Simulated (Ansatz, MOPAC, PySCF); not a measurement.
Isomers of H4O2Si2. Isolated molecules, 0 K electronic values unless said otherwise. One relaxed conformer stands for each flexible species; it need not be the lowest. Strings in code marks are SMILES.

Quantity: electronic energy of isomers of H4O2Si2 relative to `O=[SiH]O[SiH3]` (O–Si–O–Si torsion 1°), in eV. The restricted reference of `O/[SiH]=[SiH]/O` and `O/[SiH]=[SiH]\O` is unstable towards unrestricted orbitals. Semi-empirical values (MOPAC) are differences of heats of formation.

Level 1: frozen-core CCSD(T)/cc-pVTZ // r2SCAN-D4/def2-TZVP (Ansatz, a program for electronic structure)
Level 2: BP86/6-31G* // r2SCAN-D4/def2-TZVP (PySCF)
Level 3: PM3 // r2SCAN-D4/def2-TZVP (MOPAC)
Level 4: PM7 // r2SCAN-D4/def2-TZVP (MOPAC)

| species | level 1 | level 2 | level 3 | level 4 |
|---|---|---|---|---|
| `O=[SiH][SiH2]O` (O–Si–Si–O torsion 180°, Si–Si–O–H torsion 180°) | 1.51 | 1.36 | 1.46 | 1.60 |
| `O=[Si](O)[SiH3]` (Si–Si–O–H torsion 0°) | 1.00 | 0.84 | 0.93 | 1.75 |
| `O/[SiH]=[SiH]/O` (H–O–Si–Si torsion -58°, Si–Si–O–H torsion 58°) | 1.83 | 1.75 | 0.94 | 2.80 |
| `O[Si](O)=[SiH2]` (H–O–Si–Si torsion -19°, Si–Si–O–H torsion -165°) | 1.26 | 1.24 | 0.86 | 4.15 |
| `O/[SiH]=[SiH]\O` (H–O–Si–Si torsion 52°, Si–Si–O–H torsion -118°) | 1.79 | 1.72 | 1.00 | 2.84 |
